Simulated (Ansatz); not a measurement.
Born–Oppenheimer molecular dynamics of C₂H₅AlClNSi (11 atoms, charge 0, multiplicity 1). It starts from a relaxed structure.

Method: RKS PBE-D4/STO-3G in Ansatz.

- ensemble: NVT, Langevin thermostat
- time step: 1 fs
- steps asked: 163
- set temperature: 50 K
- friction: 0.02 /fs
- seed: 19586

Frames 1 fs apart, positions in Å, forces in eV/Å.

Velocities at 10.0 fs (Å/ps):

```
Cl 0.40 0.74 1.42
C 0.52 0.20 2.60
C -3.62 -2.11 -3.01
Si 1.04 0.42 -0.10
N -0.15 -1.23 -0.02
Al -0.61 -0.18 -1.38
H 0.39 -5.25 0.28
H 4.16 0.56 3.22
H -3.17 2.92 -0.26
H 1.03 -4.95 1.83
H 5.43 0.47 3.05
```

```xyz
11
Properties=species:S:1:pos:R:3:forces:R:3 time_fs=10.0 energy_less_start_eV=0.039 T=28
Cl 0.918 -2.738 -1.581 -0.09 -0.01 0.00
C 0.343 -1.220 -0.713 0.33 -0.36 -0.25
C 1.235 -0.525 0.025 0.52 -0.06 0.03
Si 0.518 0.998 0.835 0.07 0.39 0.33
N -1.143 0.877 0.275 -0.06 -0.41 -0.41
Al -1.419 -0.497 -0.784 0.47 0.71 0.78
H 2.298 -0.828 0.146 -0.26 0.08 -0.02
H 0.651 0.911 2.296 -0.04 0.03 -0.11
H 1.193 2.245 0.427 -0.11 -0.26 0.01
H -1.825 1.615 0.535 -0.08 0.17 0.10
H -2.689 -0.889 -1.400 -0.75 -0.29 -0.46
11
Properties=species:S:1:pos:R:3:forces:R:3 time_fs=11.0 energy_less_start_eV=0.045 T=24
Cl 0.919 -2.737 -1.580 -0.08 -0.03 0.00
C 0.343 -1.219 -0.711 0.03 -0.53 -0.49
C 1.232 -0.527 0.022 0.89 0.14 0.30
Si 0.519 0.998 0.835 0.02 0.32 0.37
N -1.143 0.875 0.275 0.00 -0.42 -0.39
Al -1.419 -0.497 -0.786 0.55 0.70 0.81
H 2.296 -0.832 0.146 -0.35 0.11 -0.04
H 0.655 0.910 2.299 -0.05 0.03 -0.18
H 1.190 2.246 0.426 -0.09 -0.24 0.00
H -1.825 1.612 0.538 -0.12 0.21 0.11
H -2.687 -0.889 -1.399 -0.80 -0.30 -0.48
11
Properties=species:S:1:pos:R:3:forces:R:3 time_fs=12.0 energy_less_start_eV=0.040 T=30
Cl 0.919 -2.736 -1.578 -0.08 -0.06 -0.01
C 0.344 -1.220 -0.709 -0.26 -0.68 -0.69
C 1.230 -0.529 0.019 0.99 0.40 0.52
Si 0.520 0.999 0.835 -0.05 0.17 0.37
N -1.143 0.873 0.274 -0.06 -0.30 -0.32
Al -1.420 -0.497 -0.787 0.42 0.60 0.72
H 2.289 -0.834 0.146 -0.20 0.07 -0.03
H 0.659 0.908 2.299 -0.05 0.04 -0.20
H 1.185 2.243 0.425 -0.03 -0.15 -0.02
H -1.827 1.611 0.540 -0.05 0.13 0.08
H -2.694 -0.893 -1.404 -0.63 -0.24 -0.40
11
Properties=species:S:1:pos:R:3:forces:R:3 time_fs=13.0 energy_less_start_eV=0.034 T=31
Cl 0.920 -2.735 -1.577 -0.07 -0.09 -0.03
C 0.345 -1.220 -0.707 -0.49 -0.77 -0.83
C 1.228 -0.531 0.017 0.87 0.68 0.66
Si 0.520 0.999 0.836 -0.12 -0.02 0.33
N -1.143 0.871 0.274 -0.20 -0.10 -0.23
Al -1.421 -0.496 -0.788 0.16 0.45 0.56
H 2.280 -0.832 0.145 0.11 -0.02 0.00
H 0.662 0.906 2.297 -0.05 0.05 -0.16
H 1.180 2.238 0.424 0.04 -0.02 -0.06
H -1.829 1.613 0.541 0.09 -0.02 0.02
H -2.705 -0.900 -1.414 -0.33 -0.14 -0.25
11
Properties=species:S:1:pos:R:3:forces:R:3 time_fs=14.0 energy_less_start_eV=0.035 T=28
Cl 0.920 -2.735 -1.575 -0.06 -0.13 -0.05
C 0.346 -1.222 -0.706 -0.61 -0.77 -0.88
C 1.228 -0.532 0.016 0.66 0.86 0.72
Si 0.521 1.000 0.836 -0.20 -0.20 0.26
N -1.143 0.869 0.274 -0.32 0.08 -0.15
Al -1.421 -0.496 -0.789 -0.16 0.29 0.36
H 2.273 -0.829 0.143 0.41 -0.11 0.03
H 0.664 0.904 2.294 -0.05 0.05 -0.09
H 1.175 2.234 0.421 0.11 0.10 -0.09
H -1.829 1.616 0.541 0.20 -0.16 -0.03
H -2.718 -0.907 -1.427 0.02 -0.02 -0.07
11
Properties=species:S:1:pos:R:3:forces:R:3 time_fs=15.0 energy_less_start_eV=0.039 T=28
Cl 0.921 -2.734 -1.575 -0.04 -0.18 -0.08
C 0.346 -1.224 -0.706 -0.62 -0.70 -0.84
C 1.228 -0.533 0.015 0.53 0.90 0.70
Si 0.522 1.000 0.836 -0.27 -0.33 0.15
N -1.143 0.866 0.273 -0.31 0.16 -0.09
Al -1.422 -0.496 -0.789 -0.46 0.12 0.16
H 2.271 -0.826 0.143 0.51 -0.15 0.04
H 0.664 0.902 2.290 -0.04 0.06 0.00
H 1.171 2.230 0.417 0.16 0.19 -0.10
H -1.827 1.617 0.540 0.19 -0.17 -0.04
H -2.731 -0.914 -1.441 0.35 0.09 0.10
11
Properties=species:S:1:pos:R:3:forces:R:3 time_fs=16.0 energy_less_start_eV=0.041 T=24
Cl 0.921 -2.733 -1.573 -0.02 -0.24 -0.11
C 0.346 -1.226 -0.707 -0.56 -0.56 -0.72
C 1.228 -0.533 0.016 0.62 0.79 0.65
Si 0.523 1.000 0.836 -0.33 -0.38 0.01
N -1.143 0.864 0.273 -0.21 0.16 -0.06
Al -1.423 -0.495 -0.790 -0.66 -0.02 0.00
H 2.277 -0.825 0.143 0.33 -0.11 0.01
H 0.663 0.900 2.285 -0.02 0.08 0.11
H 1.168 2.229 0.410 0.17 0.21 -0.09
H -1.821 1.616 0.539 0.11 -0.11 -0.02
H -2.740 -0.920 -1.453 0.57 0.17 0.23
11
Properties=species:S:1:pos:R:3:forces:R:3 time_fs=17.0 energy_less_start_eV=0.040 T=25
Cl 0.922 -2.732 -1.572 0.00 -0.30 -0.15
C 0.346 -1.230 -0.708 -0.48 -0.36 -0.56
C 1.229 -0.533 0.017 0.80 0.60 0.56
Si 0.523 1.000 0.836 -0.34 -0.35 -0.13
N -1.144 0.862 0.272 -0.05 0.08 -0.06
Al -1.423 -0.495 -0.790 -0.69 -0.12 -0.07
H 2.286 -0.825 0.142 0.02 -0.03 -0.02
H 0.661 0.898 2.282 0.00 0.09 0.18
H 1.167 2.231 0.402 0.14 0.15 -0.04
H -1.815 1.615 0.537 -0.05 0.03 0.02
H -2.741 -0.926 -1.460 0.64 0.21 0.27
11
Properties=species:S:1:pos:R:3:forces:R:3 time_fs=18.0 energy_less_start_eV=0.037 T=32
Cl 0.923 -2.731 -1.571 0.03 -0.38 -0.20
C 0.346 -1.233 -0.709 -0.38 -0.12 -0.37
C 1.230 -0.532 0.018 0.91 0.38 0.43
Si 0.524 1.000 0.836 -0.32 -0.26 -0.26
N -1.144 0.860 0.271 0.16 -0.05 -0.07
Al -1.425 -0.495 -0.791 -0.57 -0.17 -0.07
H 2.296 -0.826 0.139 -0.26 0.04 -0.04
H 0.659 0.895 2.280 0.01 0.11 0.23
H 1.166 2.236 0.393 0.08 0.03 0.03
H -1.808 1.613 0.532 -0.23 0.21 0.08
H -2.735 -0.929 -1.464 0.57 0.20 0.25
11
Properties=species:S:1:pos:R:3:forces:R:3 time_fs=19.0 energy_less_start_eV=0.035 T=34
Cl 0.924 -2.730 -1.569 0.06 -0.46 -0.25
C 0.346 -1.236 -0.710 -0.27 0.13 -0.17
C 1.232 -0.532 0.019 0.91 0.18 0.28
Si 0.524 1.000 0.836 -0.27 -0.18 -0.38
N -1.145 0.858 0.271 0.25 -0.07 -0.05
Al -1.426 -0.494 -0.791 -0.35 -0.20 -0.03
H 2.303 -0.826 0.136 -0.45 0.10 -0.05
H 0.659 0.892 2.279 0.02 0.13 0.25
H 1.166 2.241 0.385 0.02 -0.09 0.09
H -1.803 1.615 0.525 -0.31 0.29 0.11
H -2.723 -0.931 -1.467 0.40 0.16 0.18
11
Properties=species:S:1:pos:R:3:forces:R:3 time_fs=20.0 energy_less_start_eV=0.032 T=35
Cl 0.925 -2.730 -1.568 0.08 -0.52 -0.29
C 0.345 -1.239 -0.711 -0.16 0.36 0.03
C 1.235 -0.531 0.019 0.73 0.04 0.12
Si 0.524 1.000 0.837 -0.22 -0.14 -0.41
N -1.145 0.855 0.270 0.18 0.09 0.03
Al -1.428 -0.494 -0.791 -0.05 -0.19 0.06
H 2.307 -0.825 0.131 -0.46 0.10 -0.03
H 0.659 0.890 2.282 0.01 0.15 0.21
H 1.166 2.243 0.378 -0.03 -0.17 0.15
H -1.801 1.620 0.519 -0.23 0.19 0.08
H -2.707 -0.931 -1.468 0.15 0.09 0.05
11
Properties=species:S:1:pos:R:3:forces:R:3 time_fs=21.0 energy_less_start_eV=0.033 T=36
Cl 0.926 -2.729 -1.567 0.11 -0.59 -0.33
C 0.345 -1.242 -0.712 -0.06 0.57 0.22
C 1.238 -0.530 0.020 0.39 -0.03 -0.04
Si 0.524 1.000 0.837 -0.18 -0.16 -0.34
N -1.145 0.853 0.269 0.00 0.36 0.14
Al -1.429 -0.495 -0.792 0.30 -0.16 0.18
H 2.306 -0.822 0.126 -0.30 0.06 0.00
H 0.662 0.889 2.287 0.00 0.17 0.09
H 1.165 2.243 0.371 -0.05 -0.18 0.17
H -1.801 1.628 0.513 -0.05 -0.04 0.01
H -2.690 -0.929 -1.468 -0.16 0.00 -0.10
```

Of the whole run (163 fs, mean temperature of the second half 51 K): A run of 0.16 ps of so small a system gives no equilibrium averages. Limits of this set-up: minimal basis.

Run time: 5.2 min on 1 thread of Arm Neoverse V2, with other jobs on the host, peak memory 0.088 GiB.
